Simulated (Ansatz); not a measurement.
The same path of CH6BF2N (11 atoms, charge 0, multiplicity 1) was run twice with different band settings. Lost on the way: B1–F2, N5–H11. Made: F2–H11.

The calculation used RKS B3LYP-D4/def2-SVP (Ansatz).

Relaxed end points:

```xyz
11
Properties=species:S:1:pos:R:3
B 0.116 -0.251 0.062
F 0.463 0.699 1.004
H 1.011 -0.574 -0.711
F -1.112 -0.015 -0.523
N -0.175 -1.625 0.987
H -0.462 -2.368 0.345
C 0.965 -2.045 1.823
H 1.821 -2.251 1.166
H 1.230 -1.209 2.481
H 0.731 -2.938 2.420
H -0.995 -1.406 1.562
```

```xyz
11
Properties=species:S:1:pos:R:3
B 0.173 -0.675 -0.328
F -0.690 0.279 2.432
H 1.139 0.040 -0.349
F -0.799 -0.515 -1.228
N 0.028 -1.679 0.652
H -0.750 -2.329 0.556
C 1.071 -2.097 1.584
H 1.520 -3.060 1.289
H 1.865 -1.338 1.598
H 0.680 -2.192 2.609
H -0.647 -0.417 1.802
```

Common settings: movable images 5; climbing image yes; optimiser quadratic models (default); start path through a guess of the saddle point; force threshold 0.05 eV/Å; iteration limit 60; end points relaxed.

| run | spring |
| --- | --- |
| 1 | 5.0 eV/Å² |
| 2 | 0.1 eV/Å² |

Q: What does each run give, and how far can it be trusted?

A: Run 1: converged after 20 iterations, highest image 1.556 eV above the first end. Neighbouring images differ by up to 1.4 eV, so the band resolves the path poorly. A vibrational analysis at the climbing image gives one clearly imaginary mode, 732i cm⁻¹: a first-order saddle point.
Run 2: converged after 18 iterations, highest image 1.556 eV above the first end. Neighbouring images differ by up to 1.3 eV, so the band resolves the path poorly. Another band between the same ends (5 images) ends at a top of the same energy, where a vibrational analysis finds 1 clearly imaginary mode.
The orbitals stay closed-shell, which can raise the energy where a bond breaks towards radicals; this wasn't checked here.
